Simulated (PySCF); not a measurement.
## Polarisability and C₆ of Al³⁺ (aluminium, charge +3)

[Ne], closed-shell 1S. Calculation: PySCF 2.14, in aug-cc-pVDZ-DK (5s4p2d, 27 functions); scalar relativity by spin-free X2C-1e. Coupled (time-dependent) response in atomic units; α is the mean over directions. A double-zeta set is small for polarisabilities.

```csv
method,mean α (bohr³),C₆ (like pair),S(−4)
UHF,0.04715,0.005793,0.004112
PBE,0.05856,0.008244,0.006015
PBE0,0.05449,0.007324,0.005317
M06,0.05239,0.006676,0.005259
M06-L,0.05026,0.006164,0.004999
```

S(−4) is the Cauchy moment in α(ω) = α(0) + S(−4) ω² + …

α(iu) at M06:

| u (hartree) | α(iu) (bohr³) |
| --- | --- |
| 0 | 0.05239 |
| 0.0500 | 0.05238 |
| 0.100 | 0.05234 |
| 0.200 | 0.05218 |
| 0.300 | 0.05192 |
| 0.500 | 0.05111 |
| 0.750 | 0.04961 |
| 1.00 | 0.04765 |
| 1.50 | 0.04288 |
| 2.00 | 0.03768 |
| 3.00 | 0.02815 |
| 5.00 | 0.01575 |

A single London oscillator, α(iu) = α/(1 + u²/ω²), gives C₆ = (3/4) ω α². Matching the computed C₆ needs ω = 4 × 0.006676 / (3 × 0.05239²) = 3.24 hartree.

For an ion, C₆ is the dispersion term alone; charge-induced terms of lower order in 1/R come first.
